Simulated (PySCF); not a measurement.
Species: Mo(NH)2(OMe)2, C₂H₈MoN₂O₂ (singlet state).
Geometry (PBE0-D3(BJ)/def2-SVP, Å), atoms numbered from 1 in this order:
```xyz
15
C2H8MoN2O2 angstrom
Mo     0.116    0.092    0.171
N      0.125    0.796    1.747
H      0.505    1.241    2.578
N      1.735    0.117   -0.428
H      2.731    0.317   -0.393
O     -0.972    1.101   -0.969
C     -0.987    2.363   -1.551
H     -0.078    2.539   -2.155
H     -1.056    3.158   -0.787
H     -1.864    2.449   -2.214
O     -0.468   -1.681    0.285
C     -0.039   -2.886    0.829
H      0.969   -3.155    0.466
H     -0.738   -3.686    0.534
H     -0.013   -2.840    1.933
```

Theory: PBE0-D3(BJ)/def2-SVP geometry optimisation, gas phase, def2 core potentials past Kr in PySCF.

(1) Which atoms are bound to Mo1, and at what distances?

(2) List the angles at Mo1.

(3) What is the shape at Mo1?

(4) What are the other bond lengths?

(5) Give some angles away from the centre.

(6) What are the rotational constants (commonest isotopes, rigid rotor)?

Answers

(1) 4 atoms: N2 1.725 Å, N4 1.726 Å, O11 1.870 Å, O6 1.871 Å. The nearest atom not counted as bound is H5, at 2.68 Å (others tie with it).

(2) 
| angle | degrees | distance of the outer atoms (Å) |
| --- | --- | --- |
| O6–Mo1–O11 | 111.5 | 3.09 |
| N2–Mo1–O6 | 109.8 | 2.94 |
| N2–Mo1–O11 | 109.4 | 2.94 |
| N4–Mo1–O11 | 109.1 | 2.93 |
| N4–Mo1–O6 | 109.0 | 2.93 |
| N2–Mo1–N4 | 107.9 | 2.79 |

(3) Tetrahedral: angles from 107.9° to 111.5°; τ4 = (360° − α − β)/141° = 0.98 with α and β the two widest (0 for a square, 1 for a tetrahedron).

(4) N2–H3, N4–H5 1.017 Å; O6–C7, O11–C12 1.391 Å; C7–H8 and 5 like bonds 1.104 Å.

(5) Mo1–O6–C7 138.6°.

(6) A = 3168, B = 1225, C = 1144 MHz: a near-prolate asymmetric top.

Point group: Cs (tolerance 0.08 Å). Charge 0, singlet. No frequency check.
